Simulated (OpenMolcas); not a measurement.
## How basis sets differ on CH5BOSi (SMILES B[SiH2]C=O)

CH5BOSi has 9 atoms, charge 0, and is taken as a singlet. As SMILES, `B[SiH2]C=O`. The coordinates come from a PBE0-D4/def2-TZVP relaxation. This is one conformer, not always the lowest.

Each level gives the HOMO–LUMO gap (eV). The values are calculated.

```csv
level,kind,program,value (eV),CPU time
HF/STO-3G,Hartree–Fock,OpenMolcas,13.61,2.1 s
HF/3-21G,Hartree–Fock,OpenMolcas,11.26,2.6 s
"HF/ANO-RCC-VDZP (DKH2, RICD fitting)",Hartree–Fock,OpenMolcas,11.50,7.6 s
HF/def2-SVP,Hartree–Fock,OpenMolcas,11.36,8.6 s
```

The values span 11.26 to 13.61 eV. A Hartree–Fock LUMO above zero doesn't converge with the basis: it sinks as sets grow more diffuse. Orbital gaps aren't excitation energies. Times are those of the runs behind each value, whatever else they computed, on shared processors of several kinds: orders of magnitude only.
